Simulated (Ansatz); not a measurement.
C4H6Ge (`C1=[CH][GeH2][CH]=C1`). Charge 0, multiplicity 1.

Z-matrix (Å, degrees):
```
Ge
C 1 1.943
C 1 1.943 2 89.5
H 1 1.538 2 114.3 3 -116.7
H 1 1.538 2 114.3 3 116.7
C 2 1.339 1 107.1 3 -0.0
H 2 1.082 1 129.9 3 -180.0
C 3 1.339 1 107.1 2 0.0
H 3 1.082 1 129.9 2 -180.0
H 6 1.087 2 122.8 1 -180.0
H 8 1.087 3 122.8 1 180.0
```

(1) List the harmonic frequencies (cm⁻¹, unscaled) at PBE0-D4/def2-TZVP in Ansatz. (Estimate.)

(2) Is this a minimum?

(3) Give the ideal-gas thermochemistry at 298.15 K and 1 bar (rigid rotor, harmonic oscillator; point group C2v, symmetry number 2).

(4) Rotational constants (cm⁻¹)?

## Answers

(1) Ansatz gave: 246, 371, 402, 488, 547, 654, 663, 713, 720, 756, 830, 866, 956, 995, 997, 1105, 1114, 1302, 1362, 1578, 1644, 2146, 2149, 3156, 3171, 3229, 3230.

(2) Yes, all 27 modes are real.

(3) Zero-point energy 211.7 kJ/mol; H(298) − E = 228.0 kJ/mol; entropy 304.4 J/(mol·K), of which translation 169.2, rotation 104.2, vibration 30.9; G(298) − E = 137.3 kJ/mol.

(4) 0.2204, 0.11, 0.07547.
